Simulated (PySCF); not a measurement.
Polarisability and C₆ of Se (selenium, neutral)

[Ar] 3d10 4s2 4p3 5s1, high-spin 5S determinant (an excited configuration). All numbers are calculated (PySCF 2.14, scalar relativity through the core potential, in aug-cc-pVQZ-PP with one added diffuse shell each of s, p, d, f, g type with ECP10MDF (8s7p6d4f3g, 114 functions)). Coupled (time-dependent) response in atomic units; α is the mean over directions.

```csv
method,mean α (bohr³),C₆ (like pair),S(−4)
HSE06,475.8,8722,196100
```

S(−4) is the Cauchy moment in α(ω) = α(0) + S(−4) ω² + …

α(iu) at HSE06:

| u (hartree) | α(iu) (bohr³) |
| --- | --- |
| 0 | 475.8 |
| 0.0500 | 238.1 |
| 0.100 | 101.9 |
| 0.200 | 38.21 |
| 0.300 | 22.67 |
| 0.500 | 12.15 |
| 0.750 | 7.117 |
| 1.00 | 4.684 |
| 1.50 | 2.481 |
| 2.00 | 1.552 |
| 3.00 | 0.7958 |
| 5.00 | 0.3396 |

A single London oscillator, α(iu) = α/(1 + u²/ω²), gives C₆ = (3/4) ω α². Matching the computed C₆ needs ω = 4 × 8722 / (3 × 475.8²) = 0.0514 hartree.

Energies and moments cover only the electrons outside the core potential. The outer electron is Rydberg-like, and this basis confines it to a smaller radius and binds it less than a complete one would.
